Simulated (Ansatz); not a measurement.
Basis sets compared for the cluster Si₆O⁺. Charge 1, multiplicity 2. Geometry r2SCAN-D4/def2-SVP. Ansatz on 4 threads of Arm Neoverse V2 on a shared host; times are rough, and most runs start from earlier orbitals.

```xyz
7

O     1.248   -1.015   -1.446
Si   -1.440   -0.203   -0.284
Si   -0.199   -1.843   -1.782
Si   -0.210    0.932    1.439
Si    0.997    0.322   -0.466
Si    1.647    2.207    0.585
Si   -2.043   -0.401    1.954
```

Another isomer (doublet) lies 0.34 eV lower at PBE0-D4/def2-TZVP; other spin states weren't run for this one.

```csv
level,functions,energy (Eh),HOMO (eV),LUMO (eV),wall time
PBE-D4/def2-SVP,122,-1810.3551,-9.57,-9.06,2.7 s
PBE0-D4/def2-SVP,122,-1810.4784,-10.32,-8.43,3.8 s
```

(1) Estimate the rows for PBE-D4/def2-TZVP (with forces), PBE0-D4/def2-TZVP.

Answers

(1) 
```
                         level  functions  energy (Eh)  HOMO (eV)  LUMO (eV)  wall time
PBE-D4/def2-TZVP (with forces)        253   -1811.0624      -9.45      -8.91      7.5 s
             PBE0-D4/def2-TZVP        253   -1811.1838     -10.19      -8.24       18 s
```
